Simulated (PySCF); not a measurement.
**Peak assignment**

Geometry:
```tsv
atom	x (Å)	y (Å)	z (Å)
C1	-2.781	-0.088	0.356
C2	-1.565	-0.510	0.661
Si3	0.006	0.199	-0.085
O4	0.311	1.741	0.370
O5	1.160	-0.736	0.554
C6	2.542	-0.552	0.489
H7	-3.674	-0.506	0.796
H8	-2.944	0.705	-0.358
H9	-1.466	-1.315	1.376
H10	0.010	0.163	-1.551
H11	-0.326	2.432	0.223
H12	2.906	-0.744	-0.523
H13	3.008	-1.256	1.179
H14	2.811	0.467	0.771
```

[PySCF: σ from GIAO-PBE0/pcSseg-1; GFN2-xTB structure; non-relativistic Hamiltonian; gas phase; fast rotation and ring inversion assumed for equivalent nuclei; one computed conformer]

Shifts are taken against calculated references (same method and geometry level): 13C, 1H against TMS.

**Question.** Assign these signals to the numbered atoms. 13C{1H} NMR (computed): δ 149.3 (CH), 140.9 (CH2), 52.2 (CH3).

**Answer.** 
149.3 → C2, alkene CH: as expected for a trigonal carbon in a double bond
140.9 → C1, terminal =CH2 carbon: an sp2 carbon of a C=C bond
52.2 → C6, methyl carbon bonded to O: the inductive effect lowers its shielding

**Question.** Assign these signals to the numbered atoms. 1H NMR (400 MHz, computed): δ 6.60 (m, 1H), 6.37 (m, 1H), 5.82 (m, 1H), 5.16 (d, 1H), 3.98 (s, 3H), 1.50 (br s, 1H).

**Answer.** 
| δ (ppm) | atoms | environment | reason |
| --- | --- | --- | --- |
| 6.60 | H9 | hydrogen on an alkene CH | olefinic region |
| 6.37 | H7 | hydrogen on a terminal =CH2 carbon | attached to an sp2 carbon and in the plane of the double bond |
| 5.82 | H8 | hydrogen on a terminal =CH2 carbon | – |
| 5.16 | H10 | hydrogen on a silicon bonded to C, 2 O | – |
| 3.98 | H12/H13/H14 | hydrogen on a methyl carbon bonded to O | its carbon carries O, which withdraws density |
| 1.50 | H11 | hydrogen on an oxygen bonded to Si | exchangeable, gas-phase position |

Exchangeable OH/NH protons stand at their gas-phase positions; hydrogen bonding in a real sample shifts them, mostly to higher δ. Shifts are as computed. Against solution values, carbons near 30 ppm lie about +3 ppm off and those near 130 ppm about +5 ppm. Of 1313 compounds with measured shifts, 239 miss one by over three times the rms of a fit or turn the order of signals round; such compounds aren't used in these exercises. No couplings were computed; multiplicities are counted from neighbouring protons, with m where these are inequivalent, close in shift, in a saturated or five-membered ring or joined by F or P, and br s for small geminal =CH2 splittings.
